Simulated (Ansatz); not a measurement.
Basis-set extrapolation for `C=C(F)[NH][AlH2]` (PBE0-D4/def2-TZVP geometry, frozen core, Ansatz). Multiplicity 1, RHF reference.

|  | def2-TZVPP | def2-QZVPP |
| --- | --- | --- |
| HF | -474.562710 | -474.580359 |
| MP2 correlation | -0.854419 | -0.919969 |
| CCSD(T) correlation | -0.921140 | not run |

Energies in hartree. Use E(X) = E(∞) + A·exp(−7.88·√X) for Hartree–Fock and E(X) = E(∞) + B·X^(−2.97) for correlation, with X = 3 and 4, and add CCSD(T) minus MP2 of the smaller set to the MP2 limit.

Problem. What is the CCSD(T) energy at the basis-set limit?

Solution. HF limit: -474.580359 + (-0.017649) × 0.13774 = -474.58279. MP2 limit: -0.919969 + (-0.065550) × 0.74074 = -0.96852. Higher-order term: -0.921140 − (-0.854419) = -0.06672. Total: -475.61803 hartree, 352.3 kJ/mol below CCSD(T)/def2-TZVPP.
